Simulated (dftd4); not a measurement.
C₂H₄O₂, triplet, at a GFN2-xTB geometry (a higher spin typed on purpose: for a closed-shell molecule this is an excited state); D4 for b97d run with dftd4.

Input for dftd4:
```
$ dftd4 mol.xyz --func b97d --charge 0 --json dftd4.json --noedisp --grad

# file mol.xyz
8

C     -1.29370611    -0.45495980     0.07134256
C      0.08819231     0.33727888     0.11862454
O      0.99930282    -0.36540853     0.85431055
O      0.29821376     0.79544544    -1.06284776
H     -2.03228451     0.19607021    -0.38031375
H     -1.19809768    -1.37897758    -0.49959502
H     -1.51107589    -0.65825986     1.11601260
H      1.59440817    -0.89304257     0.29239111
```

**Question.** Write the output that dftd4 gives for this input, abridged.

**Answer.** 
```
                    ____  _____ _____     ____  _  _
      -------------|  _ \|  ___|_   _|---|  _ \| || |------------
     |             | | | | |_    | | ___ | | | | || |_           |
     |             | |_| |  _|   | ||___|| |_| |__   _|          |
     |             |____/|_|     |_|     |____/   |_|            |
     |             ===================================           |
     |            E. Caldeweyher, S. Ehlert & S. Grimme          |
     |          Mulliken Center for Theoretical Chemistry        |
     |                    University of Bonn                     |
      -----------------------------------------------------------

Rational (Becke-Johnson) damping: b97d-D4-ATM
---------------------
  s6         1.0000
  s8         1.6946
  s9         1.0000
  a1         0.2890
  a2         4.1341
 alp        16.0000
--------------------

Dispersion energy:      -1.5796300180148E-02 Eh

Gradient norm:           2.0470975659376E-03 Eh/a0
--------------------------------------------------
     #    Z           dE/dx      dE/dy      dE/dz
--------------------------------------------------
     1    6 C    -9.571E-04 -2.848E-04  4.367E-05
     2    6 C     2.282E-04  1.868E-04  9.723E-07
     3    8 O     9.617E-04 -1.666E-04  6.378E-04
     4    8 O     3.674E-04  7.335E-04 -7.902E-04
     5    1 H    -3.031E-04  1.103E-06 -2.892E-05
     6    1 H    -2.792E-04 -2.659E-04 -9.424E-05
     7    1 H    -2.798E-04 -9.692E-05  1.533E-04
     8    1 H     2.619E-04 -1.072E-04  7.761E-05
--------------------------------------------------

Virial:
--------------------------------------------------
      component           x          y          z
--------------------------------------------------
          x       7.785E-03  1.378E-03  7.729E-04
          y       1.378E-03  2.576E-03 -1.752E-03
          z       7.729E-04 -1.752E-03  3.099E-03
--------------------------------------------------

[Info] Dispersion results written to 'dftd4.txt'
[Info] JSON dump of results written to 'dftd4.json'
```
